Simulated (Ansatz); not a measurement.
MoO₃F, that is [MoO3F]- with one electron fewer. The state is a doublet with charge 0. Geometry r2SCAN-D4/def2-SVPD, that of the charge -1 singlet; atoms count from 1.

```csv
atom,x (Å),y (Å),z (Å)
Mo1,-0.004,-0.033,0.024
O2,-1.345,-0.987,-0.509
O3,1.451,-0.967,-0.066
O4,-0.266,0.484,1.655
F5,0.164,1.503,-1.104
```

In the def2 sets Mo takes a core potential; there is no spin–orbit coupling.

Q: Estimate the Mulliken populations from the PBE0/def2-TZVPD orbitals of Ansatz.

A: 
```csv
atom,charge (e),spin (α − β),d electrons
Mo1,2.58,-0.28,3.34
O2,-0.74,0.05,–
O3,-0.60,0.61,–
O4,-0.60,0.61,–
F5,-0.65,-0.01,–
```
Mulliken values depend strongly on the basis. With diffuse functions, as here, like atoms can get unlike values, and bond orders can come out too low or too high.

Q: Where does the spin sit?

A: Summed by element: Mo -0.28, O 1.28, F -0.01, of 1 unpaired in all. Largest on single atoms: O3 0.61, O4 0.61, Mo1 -0.28.

Q: And the Mayer bond orders between heavy atoms (over 0.3)?

A: Mo1–O2 1.53 (1.73 Å); Mo1–O3 1.19 (1.73 Å); Mo1–O4 1.19 (1.73 Å); Mo1–F5 0.43 (1.91 Å).
